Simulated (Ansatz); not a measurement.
CH5FGeO, SMILES `[CH3][GeH]([OH])[F]`. Total charge 0; spin multiplicity 1.

```xyz
9

C    -1.291    0.026   -0.310
Ge    0.624    0.118   -0.162
O     1.078   -0.833    1.255
F     1.071    1.770    0.176
H    -1.734    0.336    0.637
H    -1.602   -0.996   -0.530
H    -1.640    0.686   -1.104
H     1.472   -0.265   -1.386
H     2.023   -0.842    1.424
```

Q: List the harmonic frequencies (cm⁻¹, unscaled) at PBE0-D4/def2-TZVP in Ansatz. (Estimate.)

A: Computed: 90, 178, 201, 226, 277, 630, 663, 689, 721, 741, 823, 849, 924, 1271, 1448, 1449, 2158, 3071, 3166, 3170, 3900.

Q: Is this a minimum?

A: Yes, all 21 modes are real.

Q: Give the ideal-gas thermochemistry at 298.15 K and 1 bar (rigid rotor, harmonic oscillator; point group C1, symmetry number 1).

A: Zero-point energy 159.4 kJ/mol; H(298) − E = 179.0 kJ/mol; entropy 333.8 J/(mol·K), of which translation 169.0, rotation 107.2, vibration 57.5; G(298) − E = 79.4 kJ/mol. Modes under 100 cm⁻¹ are hindered rotations or soft bends, so the harmonic entropy is rough.
